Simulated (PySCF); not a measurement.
Z-matrix (Å, degrees):
```
Ti
N 1 1.8470
H 2 1.0203 1 124.22
H 2 1.0203 3 110.66 1 169.44
N 1 1.8546 2 105.28 3 -95.99
H 5 1.0176 1 127.55 2 0.02
H 5 1.0212 6 110.51 1 -179.99
Cl 1 2.2160 2 109.79 3 146.70
Cl 1 2.2160 2 109.79 3 21.33
```
Charge 0, spin multiplicity 1.

Task: Predict the HOMO–LUMO gap, total energy, LUMO, charge on the central atom (meta-Löwdin), HOMO, charge on the central atom (Mulliken) and dipole moment from TPSSh-D3(BJ)/def2-TZVP // r2SCAN-D4/def2-SVP run with PySCF.

Result: 
| Quantity | Result |
|---|---|
| HOMO–LUMO gap | 4.29 eV |
| total energy | -1882.1366 Ha |
| LUMO | -2.86 eV |
| charge on the central atom (meta-Löwdin) | 1.18 e |
| HOMO | -7.15 eV |
| charge on the central atom (Mulliken) | 1.27 e |
| dipole moment | 3.61 D |
